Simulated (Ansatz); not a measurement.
Geometry optimisation, RKS PBE0-D4/def2-SVP in Ansatz 0.2.0.

Input:

```yaml
crystal:
  periodic: [false, false, false]
  atoms:
    - { symbol: Zn, position_ang: [0.869301, 0.186656, -0.587786] }
    - { symbol: O, position_ang: [-0.105614, -0.325679, 2.179511] }
    - { symbol: H, position_ang: [-0.904498, 0.136452, 2.457831] }
    - { symbol: Cl, position_ang: [-0.661539, -0.327792, -1.963468] }
    - { symbol: P, position_ang: [2.538756, 0.810513, 0.846054] }
    - { symbol: H, position_ang: [2.956827, -0.554679, 0.970265] }
    - { symbol: H, position_ang: [3.501827, 1.159629, -0.151078] }
    - { symbol: H, position_ang: [0.62544, 0.223499, 2.542471] }
basis:
  gaussian: { orbitals: def2-SVP }
hamiltonian:
  xc: pbe0
  dispersion: d4
relax:
  f_tol: 0.03
  max_steps: 50
```

Run as:

```bash
$ ansatz run input.yaml --threads 2 --pin off --max-ram 3072MiB --backend cpu --events-out ev --progress --plain --runs-dir out
```

**Question.** Where does it end, and by what steps?

**Answer.** It converged. After 18 steps the energy has fallen by 0.507 eV; H3 moved furthest, 1.11 Å. Joined: Zn1–O2 (2.98 → 2.15 Å).

```
step  energy less start (eV)  largest force component (eV/Å)  accepted
   0                  0.0000                           0.693       yes
   1                 -0.0731                           1.108       yes
   2                 -0.2181                           0.918       yes
   3                 -0.2888                           0.989       yes
   4                 -0.3263                           0.892       yes
   5                 -0.3719                           0.956       yes
   6                 -0.4109                           0.757       yes
   7                 -0.4358                           0.292       yes
   8                 -0.4507                           0.093       yes
   9                 -0.4541                           1.267       yes
  10                 -0.4797                           0.559       yes
  11                 -0.4901                           0.193       yes
  12                 -0.4980                           0.199       yes
  13                 -0.5006                           0.273       yes
  14                 -0.5029                           0.110       yes
  15                 -0.5042                           0.094       yes
  16                 -0.5061                           0.062       yes
  17                 -0.5064                           0.042       yes
  18                 -0.5067                           0.008       yes
```

```xyz
8
Properties=species:S:1:pos:R:3
Zn 0.979 0.315 0.217
O -0.169 -0.285 1.927
H -1.022 -0.336 1.460
Cl -0.847 0.040 -0.954
P 3.137 0.954 0.625
H 3.504 -0.368 1.036
H 3.540 0.727 -0.729
H -0.301 0.262 2.711
```

Whether the end is a true minimum wasn't checked by a vibrational analysis.

Time of the run: 100 s on 2 threads of Arm Neoverse N1, with other jobs on the host, peak memory 0.23 GiB.
